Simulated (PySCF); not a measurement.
Compound: H11NSi5.
Bonds: N1–Si2, Si2–Si3, Si3–Si4, Si4–Si5, Si5–Si6, Si2–Si6. Hydrogens: H7, H8 on N1; H9 on Si2; H10, H11 on Si3; H12, H13 on Si4; H14, H15 on Si5; H16, H17 on Si6.

The same species was optimised twice, with GFN2-xTB and with PBE0-D3(BJ)/def2-SVP (PySCF), and the same property calculations (PySCF, gas phase) were run on both structures.

```
     coordinate  GFN2-xTB  PBE0-D3(BJ)/def2-SVP  change
    Si4–Si5 (Å)     2.337                 2.365  +0.028
    Si5–Si6 (Å)     2.334                 2.356  +0.022
    Si3–Si4 (Å)     2.334                 2.356  +0.022
     N1–Si2 (Å)     1.734                 1.750  +0.016
    Si2–Si6 (Å)     2.334                 2.345  +0.011
    Si2–Si3 (Å)     2.334                 2.344  +0.010
Si2–Si6–Si5 (°)     107.2                  98.0    -9.2
Si2–Si3–Si4 (°)     107.1                  98.1    -9.0
Si3–Si2–Si6 (°)     108.5                 101.0    -7.5
 N1–Si2–Si3 (°)     105.0                 102.2    -2.8
Si3–Si4–Si5 (°)     108.2                 105.4    -2.8
 N1–Si2–Si6 (°)     104.7                 102.0    -2.7
Si4–Si5–Si6 (°)     108.0                 105.4    -2.6
```

Rotational constants: A = 1372, B = 1087, C = 684.3 MHz (GFN2-xTB) against A = 1252, B = 1240, C = 833.2 MHz (PBE0-D3(BJ)/def2-SVP). Some torsions differ by more than 30° (N1–Si2–Si3–Si4 -101° against -51°; N1–Si2–Si6–Si5 102° against 52°), so the changes below aren't those of bond lengths and angles alone. Point groups within 0.08 Å: Cs and Cs. Atoms that the bonding makes alike are paired by their places after alignment.

On the GFN2-xTB structure: lowest singlet, TDDFT (eV) 5.13 [wB97X-D/def2-SVPD]; isotropic polarisability (au) 151.0 [wB97X-D/def2-SVPD]; HOMO (eV) -9.16 [wB97X-D/def2-SVPD]; LUMO (eV) 0.25 [wB97X-D/def2-SVPD]; dipole (D) 1.50 [wB97X-D/def2-SVPD]; HOMO (eV) -7.27 [PBE0/pcSseg-1]; LUMO (eV) -1.42 [PBE0/pcSseg-1]; dipole (D) 1.59 [PBE0/pcSseg-1]; GIAO shielding of N1 (ppm) 266.1 [PBE0/pcSseg-1]; GIAO shielding of Si2 (ppm) 382.2 [PBE0/pcSseg-1]; GIAO shielding of Si3/Si6 (mean) (ppm) 465.0 [PBE0/pcSseg-1]; GIAO shielding of Si4/Si5 (mean) (ppm) 468.0 [PBE0/pcSseg-1].

Q: What do these properties become on the PBE0-D3(BJ)/def2-SVP structure?

A: 
```json
{"property": "lowest singlet, TDDFT (eV)", "level": "wB97X-D/def2-SVPD", "on GFN2-xTB": "5.13", "on PBE0-D3(BJ)/def2-SVP": "5.58", "change": "+0.45"}
{"property": "isotropic polarisability (au)", "level": "wB97X-D/def2-SVPD", "on GFN2-xTB": "151.0", "on PBE0-D3(BJ)/def2-SVP": "154.6", "change": "+3.6"}
{"property": "HOMO (eV)", "level": "wB97X-D/def2-SVPD", "on GFN2-xTB": "-9.16", "on PBE0-D3(BJ)/def2-SVP": "-9.06", "change": "+0.10"}
{"property": "LUMO (eV)", "level": "wB97X-D/def2-SVPD", "on GFN2-xTB": "0.25", "on PBE0-D3(BJ)/def2-SVP": "0.87", "change": "+0.62"}
{"property": "dipole (D)", "level": "wB97X-D/def2-SVPD", "on GFN2-xTB": "1.50", "on PBE0-D3(BJ)/def2-SVP": "1.64", "change": "+0.14"}
{"property": "energy, GFN2-xTB geometry as zero (kcal/mol)", "level": "wB97X-D/def2-SVPD", "on GFN2-xTB": "0.0", "on PBE0-D3(BJ)/def2-SVP": "-4.3", "change": "-4.3"}
{"property": "HOMO (eV)", "level": "PBE0/pcSseg-1", "on GFN2-xTB": "-7.27", "on PBE0-D3(BJ)/def2-SVP": "-7.43", "change": "-0.16"}
{"property": "LUMO (eV)", "level": "PBE0/pcSseg-1", "on GFN2-xTB": "-1.42", "on PBE0-D3(BJ)/def2-SVP": "-0.85", "change": "+0.57"}
{"property": "dipole (D)", "level": "PBE0/pcSseg-1", "on GFN2-xTB": "1.59", "on PBE0-D3(BJ)/def2-SVP": "1.78", "change": "+0.19"}
{"property": "energy, GFN2-xTB geometry as zero (kcal/mol)", "level": "PBE0/pcSseg-1", "on GFN2-xTB": "0.0", "on PBE0-D3(BJ)/def2-SVP": "-5.1", "change": "-5.1"}
{"property": "GIAO shielding of N1 (ppm)", "level": "PBE0/pcSseg-1", "on GFN2-xTB": "266.1", "on PBE0-D3(BJ)/def2-SVP": "258.6", "change": "-7.5"}
{"property": "GIAO shielding of Si2 (ppm)", "level": "PBE0/pcSseg-1", "on GFN2-xTB": "382.2", "on PBE0-D3(BJ)/def2-SVP": "390.9", "change": "+8.7"}
{"property": "GIAO shielding of Si3/Si6 (mean) (ppm)", "level": "PBE0/pcSseg-1", "on GFN2-xTB": "465.0", "on PBE0-D3(BJ)/def2-SVP": "461.0", "change": "-4.0"}
{"property": "GIAO shielding of Si4/Si5 (mean) (ppm)", "level": "PBE0/pcSseg-1", "on GFN2-xTB": "468.0", "on PBE0-D3(BJ)/def2-SVP": "463.0", "change": "-5.0"}
```

The heavy atoms differ by 0.533 Å rms after alignment. Among bonds between heavy atoms Si4–Si5 changes most (+0.028 Å). Changes are differences of the printed values. Neither structure is proved a minimum here.

Note: wB97X-D ran without an empirical dispersion term, which enters the total energy and its gradient alone.
